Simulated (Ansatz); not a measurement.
```yaml
crystal:
  periodic: [false, false, false]
  atoms:
    - {symbol: F, position_ang: [-1.322474, 0.072946, 0.114310]}
    - {symbol: Ge, position_ang: [-0.439676, -0.150914, -0.344683]}
    - {symbol: Al, position_ang: [0.813128, 0.215059, 0.565850]}
    - {symbol: H, position_ang: [-0.510019, -1.267238, -0.573966]}
    - {symbol: H, position_ang: [-0.613164, 0.272177, -1.159805]}
    - {symbol: H, position_ang: [1.832084, 0.076713, 0.167292]}
    - {symbol: H, position_ang: [0.576490, 0.711894, 1.308477]}
basis:
  gaussian: {orbitals: def2-SVPD}
hamiltonian: {xc: {name: HF}, pseudopotentials: {relativity: scalar}}
correlation: {method: ccsd}
accuracy: high
```

```sh
$ ansatz run in.yaml --threads 2 --pin off --events-out ev --progress --plain --max-ram 4352MiB
```

Output, abridged:

```
Functional definition: HF
2207 factors; integrals over basis functions are off by at most 4.3e-9 eV
mean field evaluation 1: about -66214.2403 eV, gradient 3.6e1 eV
mean field evaluation 2: about -66214.2699 eV, gradient 3.6e1 eV
mean field evaluation 4: about -66216.4142 eV, gradient 2.8e0 eV
mean field evaluation 8: about -66216.4417 eV, gradient 7.6e-2 eV
mean field -66216.44177376 eV, -2433.4093520694 hartree, gradient 1.5e-8 eV, S^2 0.000000; 0 other end points of the search recorded, 0 dependent functions left out
15 core orbitals not correlated: weight in the atoms' cores, before any rotation towards them, 0.996 or more for the frozen orbitals, at most 0.004 for the correlated occupied ones
reference -66216.44177376 eV, -2433.4093520694 hartree; 14, 14 occupied and 88, 88 virtual orbitals, 2207 factors
second order -14.86385438 eV of doubles, -0.00000000 eV of singles
cycle   1  -14.76849302 eV  change    9.5e-2 eV  update   1.0e-1
cycle   2  -15.25382562 eV  change   -4.9e-1 eV  update   3.0e-2
cycle   3  -15.33570337 eV  change   -8.2e-2 eV  update   1.5e-2
cycle   4  -15.32149279 eV  change    1.4e-2 eV  update   4.0e-3
cycle   5  -15.32019890 eV  change    1.3e-3 eV  update   2.0e-3
cycle   6  -15.32103469 eV  change   -8.4e-4 eV  update   6.2e-4
cycle   7  -15.32094399 eV  change    9.1e-5 eV  update   2.7e-4
cycle   8  -15.32093969 eV  change    4.3e-6 eV  update   9.9e-5
cycle   9  -15.32097819 eV  change   -3.8e-5 eV  update   4.7e-5
cycle  10  -15.32096343 eV  change    1.5e-5 eV  update   2.6e-5
cycle  11  -15.32095530 eV  change    8.1e-6 eV  update   1.6e-5
cycle  12  -15.32096658 eV  change   -1.1e-5 eV  update   7.9e-6
cycle  13  -15.32096643 eV  change    1.6e-7 eV  update   3.4e-6
cycle  14  -15.32096876 eV  change   -2.3e-6 eV  update   1.4e-6
cycle  15  -15.32096953 eV  change   -7.7e-7 eV  update   5.8e-7
cycle  16  -15.32096922 eV  change    3.1e-7 eV  update   2.8e-7
cycle  17  -15.32096918 eV  change    4.2e-8 eV  update   1.2e-7
cycle  18  -15.32096914 eV  change    4.6e-8 eV  update   6.2e-8
cycle  19  -15.32096912 eV  change    1.6e-8 eV  update   3.4e-8
cycle  20  -15.32096919 eV  change   -7.0e-8 eV  update   9.9e-8
cycle  21  -15.32096917 eV  change    1.6e-8 eV  update   2.5e-8
cycle  22  -15.32096918 eV  change   -9.7e-9 eV  update   9.2e-9
cycle  23  -15.32096918 eV  change  -6.7e-10 eV  update   4.0e-9
cycle  24  -15.32096918 eV  change   -1.2e-9 eV  update   1.6e-9
Total energy: -66231.76274294 eV, -2433.9723873020 hartree
Relativity: scalar
```

In this input the geometry is squeezed to about two thirds of its size. Self-consistency was reached. The result belongs to that input, not to the molecule as meant.
